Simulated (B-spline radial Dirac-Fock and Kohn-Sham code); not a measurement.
# Ionisation of each subshell: Br⁻

System: bromine as Br⁻ in the configuration [Ar] 3d10 4s2 4p6, inside a Watson sphere of charge +1 and radius 2.352 Å (a model of the Madelung potential; inside it an electron's potential energy is lowered by 6.1 eV); nuclear rms radius 4.1629 fm (A = 79).

Level of theory: multi-electron Dirac-Fock with separately optimised hole states, Breit and Lamb-shift corrections added in first order; a radial B-spline solver. Correlation energy is missing from these numbers. Energies are counted from the vacuum level.

All terms are in eV, carry their sign (relaxation lowers the binding energy) and add up to the binding energy; ⟨r⟩ is the mean radius of the orbital in the initial state.

| subshell | −ε (Koopmans) | relaxation | Breit | QED | binding energy | ⟨r⟩ (bohr) |
| --- | --- | --- | --- | --- | --- | --- |
| K (1s) | 13562.0 | -55.01 | -20.13 | -9.83 | 13477.0 | 0.043 |
| L1 (2s) | 1823.1 | -28.64 | -1.52 | -1.08 | 1791.8 | 0.189 |
| L2 (2p1/2) | 1634.5 | -31.08 | -2.65 | 0.12 | 1600.9 | 0.163 |
| L3 (2p3/2) | 1586.6 | -30.60 | -1.73 | 0.02 | 1554.3 | 0.167 |
| M1 (3s) | 274.1 | -10.05 | -0.15 | -0.18 | 263.7 | 0.548 |
| M2 (3p1/2) | 206.9 | -10.03 | -0.29 | 0.02 | 196.6 | 0.555 |
| M3 (3p3/2) | 199.6 | -9.82 | -0.15 | 0.01 | 189.7 | 0.565 |
| M4 (3d3/2) | 83.07 | -10.03 | -0.01 | 0.02 | 73.05 | 0.584 |
| M5 (3d5/2) | 81.91 | -9.95 | 0.04 | 0.01 | 72.02 | 0.588 |
| N1 (4s) | 25.25 | -1.60 | 0.00 | -0.02 | 23.63 | 1.756 |
| N2 (4p1/2) | 10.00 | -1.19 | -0.01 | 0.00 | 8.80 | 2.229 |
| N3 (4p3/2) | 9.45 | -1.11 | 0.00 | 0.00 | 8.35 | 2.292 |

For the deepest level, K (1s), the Breit terms make up -0.149 % of the binding energy, QED -0.073 % and orbital relaxation -0.408 %.

Spin-orbit splittings: 2p 46.65 eV, 3p 6.89 eV, 3d 1.03 eV, 4p 0.46 eV.

Values without a named source are computed, but for edge energies of neutral atoms, which are taken from tables.
